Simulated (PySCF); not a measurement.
Structure problem from calculated spectra and properties.

Formula: C3H11FSi3.

| Quantity | Value |
| --- | --- |
| Rotational structure | rotational constants A, B, C: 1.629, 0.896, 0.798 GHz [GFN2-xTB] |
| Polarisability | 118.6 au [CAM-B3LYP/def2-SVPD] |
| Triplet | lowest triplet excitation (Tamm–Dancoff): 4.19 eV [TDA CAM-B3LYP/def2-SVPD] |
| Dipole | 1.37 D [CAM-B3LYP/def2-SVPD] |
| 1H NMR | chemical shifts (computed TMS as zero) by class: 7.12 (1 H), 4.28 (2 H), 4.23 (3 H), 3.99 (2 H), 0.14 (3 H) ppm [GIAO PBE0/pcSseg-1] |
| 13C NMR | chemical shifts (computed TMS as zero) by class: 169.2 (1 C), 103.3 (1 C), -9.1 (1 C) ppm [GIAO PBE0/pcSseg-1] |
| UV, first state | lowest singlet excitation: 6.30 eV (197 nm, f = 0.105) [TDDFT CAM-B3LYP/def2-SVPD] |
| NMR, other nuclei | isotropic shieldings of nuclei other than C and H, by class: 216 (1 F), 421 (1 Si), 433 (1 Si), 437 (1 Si) ppm [GIAO PBE0/pcSseg-1] |

Gas-phase values; electronic properties from PySCF, density fitting. Levels stand in brackets. The structure is a single GFN2-xTB conformer in the gas phase; no vibrational or solvent corrections. NMR classes are plain means over equivalent atoms (diastereotopic ones count apart unless rotation or inversion swaps them), as if these changed places fast.

Question: Give a SMILES that accounts for the data.

Answer: Numbering: `[CH3:1][SiH2:2][SiH2:3]/[C:4]([SiH3:5])=[CH:6]\[F:7]`. Its formula, C3H11FSi3, gives 1 degree of unsaturation: 0 rings and 1 π bond in the structure found. 3 carbons fall into 3 classes; from least to most shielded: vinylic C–F carbon [C6] (169.2 ppm), fully substituted alkene carbon [C4] (103.3 ppm), Si-methyl carbon [C1] (-9.1 ppm). Hydrogen classes from least to most shielded: 1 H on a vinylic C–F carbon, C6 (7.12 ppm), 2 H on an SiH2 silicon, Si3 (4.28 ppm, a mean of values up to 0.6 ppm apart in this geometry), 3 H on an SiH3 silicon, Si5 (4.23 ppm), 2 H on an SiH2 silicon, Si2 (3.99 ppm), 3 H on an Si-methyl carbon, C1 (0.14 ppm). The other shieldings belong to: 216 ppm, vinyl fluorine [F7]; 421 ppm, SiH3 silicon [Si5]; 433 ppm, SiH2 silicon [Si2]; 437 ppm, SiH2 silicon [Si3]. The optimised geometry has point group C1 and is an asymmetric top. Structure: `[SiH3]/C([SiH2][SiH2]C)=C/F`. Computed isomers that give other values at the same levels: `FC1[SiH2]C[SiH2]C[SiH2]1` (smallest rotational constant: 0.925 GHz; this holds for the one conformer computed); `C=C(C)[Si@@H](F)[SiH2][SiH3]` (13C chemical shifts (computed TMS as zero) by class: 151.0 (1 C), 134.8 (1 C), 23.1 (1 C) ppm); `F[C@H]1[SiH2]CC[SiH2][SiH2]1` (13C chemical shifts (computed TMS as zero) by class: 80.9 (1 C), 8.2 (1 C), 6.1 (1 C) ppm). The assignments are read from this structure; whether some other isomer fits the data as well wasn't checked.

Conformer computed: `[CH3:1][SiH2:2][SiH2:3]/[C:4]([SiH3:5])=[CH:6]\[F:7]`: C1–Si2–Si3–C4 -3°, Si2–Si3–C4–Si5 103°.
